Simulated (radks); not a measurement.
Excited configurations of Pr I: one electron is placed in a higher orbital outside [Xe] 4f3 6s1. The ground configuration is [Xe] 4f3 6s2. Method: non-relativistic Kohn-Sham, TPSS, spin-polarised, spherical densities, point nucleus; open shells are filled with parallel spins first (spin-orbit coupling, left out, can overturn this in heavy ions); meta-GGA in the generalised Kohn-Sham scheme; relativity is left out, which matters for an element this heavy; computed with a radial shooting solver on a logarithmic mesh with Libxc functionals. Excitation = E - E(ground); binding = E(ion) - E, where the ion is the core of charge +1; n* = 1/sqrt(2 binding) in atomic units, and the quantum defect is n - n*.

outer orbital,excitation (eV),binding (eV),n*,eigenvalue (eV)
5d,0.333,4.749,1.693,-1.790
6p,1.354,3.728,1.910,-2.067
6d,3.537,1.545,2.968,-0.784
6f,4.393,0.688,4.446,-0.374
7s,3.024,2.058,2.571,-1.275
7p,3.480,1.602,2.914,-0.950
7d,4.086,0.996,3.697,-0.581

The Delta-SCF ionisation energy is 5.082 eV (NIST Atomic Spectra Database: 5.470 eV, semi-empirical). Self-interaction in the functional shifts the binding energies and quantum defects, so they are the method's values and not measured ones. Relativity is left out here, which matters for elements this heavy. Open shells are spherical and high-spin; term and fine-structure splittings are not resolved.
